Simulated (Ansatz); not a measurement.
Two structures of Si2H4F2, closed shell, reached by relaxing down either side of one saddle point (PBE0-D4/def2-TZVP). Energies are electronic, without zero-point energy. Program: Ansatz 0.2.0. Basis: def2-TZVPP and def2-QZVPP. Cores are frozen in the correlated methods. Extrapolation: Hartree–Fock as exp(−7.88 √X), correlation as X^−2.97. First:

```xyz
8
angstrom
Si -1.2461 -1.3608 -0.9865
F -0.1762 -1.8504 -2.0755
F -2.0757 -0.2931 -1.8481
H 0.4445 0.6301 -0.4729
Si 0.7022 0.7016 0.9963
H -0.5841 0.9487 1.6918
H 1.6521 1.8126 1.2560
H 1.2834 -0.5889 1.4391
```

Second:

Si1  (-0.281, -0.347, -1.051)
F2  (-0.627, -1.902, -1.004)
F3  (-1.606, 0.412, -1.506)
H4  (0.726, -0.153, -2.121)
Si5  (0.343, 0.381, 1.086)
H6  (-0.756, 0.124, 2.051)
H7  (0.637, 1.837, 1.035)
H8  (1.565, -0.351, 1.510)
(Å)

Problem. Which bonds change from the first to the second?

Solution. SiF₂ + SiH₄ → Si₂H₄F₂ ([F][SiH]([F])[SiH3]); bonds formed: Si1–H4, Si1–Si5; bonds broken: H4–Si5.

Problem. Give the saddle point's structure and its height above each. (An estimate is asked for; the value comes from the calculation.)

Solution. By the calculation: 115.8 kJ/mol above the first and 242.6 kJ/mol above the second (CCSD(T) at an estimated basis limit (MP2 extrapolated from triple and quadruple zeta, plus CCSD(T) − MP2 in triple zeta)).
```
8
angstrom
Si -0.8631 -0.6970 -0.7216
F -0.1705 -1.9129 -1.4919
F -1.6948 0.0771 -1.8456
H 0.5318 0.3386 -0.8119
Si 0.3775 0.4476 0.9066
H -0.5558 0.6453 2.0548
H 1.0548 1.7667 0.7453
H 1.3202 -0.6655 1.1645
```

No T1 diagnostic of these runs exceeds 0.014. The restricted Hartree–Fock reference is unstable towards an unrestricted one at one or more of these structures.

Losses and insertions of silylenes and their heavier kin drive the gas-phase chemistry of silicon and germanium vapour deposition.

Labels in which every atom is bracketed show which atoms are joined, not bond orders.

For scale, one of the runs: CCSD(T)/def2-TZVPP, 202 basis functions, launched by `ansatz run in.yaml --threads 4 --pin off --events-out ev --progress --plain --max-ram 9574MiB`. The run took 66 s on 4 CPU threads of an Intel Xeon (shared host), with 2.5 GiB of host memory at its peak.
